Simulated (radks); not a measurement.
Coherent X-ray form factor from a spherical all-electron density. Calculated with a radial shooting solver on a logarithmic mesh with Libxc functionals: non-relativistic Kohn-Sham, LDA (Slater exchange, Perdew-Wang correlation), spin-unpolarised, spherical densities, point nucleus.

sin(theta)/lambda (1/angstrom)  f0 (electrons)
0.05                                    60.774
0.1                                     60.107
0.15                                    59.028
0.2                                     57.580
0.25                                    55.819
0.3                                     53.810
0.4                                     49.306
0.5                                     44.545
0.6                                     39.893
0.8                                     31.734
1                                       25.542
1.25                                    20.345
1.5                                     17.166
2                                       13.478

The species is in the configuration that NIST lists as its ground one. Which atom or ion scatters so?

Answer. The rhenium ion Re14+, [Kr] 4d10 4f13 5s2. Extrapolating in s^2 from the first two rows gives f0(0) = 61.0, near the electron count 61; among species with that count, the fall with angle is slower the higher Z, and the table is that of Z = 75; from so few rows the species is fixed only to a neighbour or two.
